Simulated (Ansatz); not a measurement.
Consider the atomization: `CB1N=C=CS1` → B• + 3 C• + 4 H• + N• + S•.

Calculated with Ansatz (gas phase, PBE0-D4/def2-TZVP geometries, no zero-point term in ΔE). CCSD(T)/CBS adds triple-zeta CCSD(T) − MP2 to the extrapolated MP2 energy (def2 sets, frozen cores). This one scheme is used for every species, atoms too. Functionals use def2-TZVPP. B3LYP here is the variant with VWN-RPA as its local correlation; programs differ in this. Open shells (•) are unrestricted, without spin–orbit coupling. Spin–orbit coupling would lower the free atoms: a little for B, C, S.

```tsv
level	ΔE (eV)
B3LYP-D4	43.73
B2PLYP	43.26
r2SCANh	43.64
CCSD(T)/def2-TZVPP	42.06
```

(1) What does CCSD(T)/CBS give? (Estimate.)

Largest T1 diagnostic among the species: 0.019.

## Answers

(1) Computed: +43.32 eV. The listed levels differ from it by 0.41, -0.06, 0.32, -1.26 eV.

From BLYP to BHLYP (50 % exact exchange), in def2-TZVPP and without D4, ΔE moves by −1.87 eV: exact exchange takes away binding that semilocal exchange gives to molecules. In def2-TZVPP, CCSD(T) changes the Hartree–Fock value by +11.91 eV (the triples alone add +1.10 eV) and MP2 by +13.40 eV; breaking electron pairs costs correlation energy, which Hartree–Fock lacks. Leaving LDA and LC-ωPBE aside and taking each functional with its dispersion term where it has one, the values, not all of them listed here, spread over 3.86 eV, from BHLYP-D4 to PBE-D4. LDA lies +5.93 eV from PBE without D4, its usual overbinding.

For atomizations the MP2-based limit and the directly extrapolated one differ by several kJ/mol either way, and by 10 to 25 for some Ge, Se and Sn compounds, so smaller differences from it don't rank the levels.
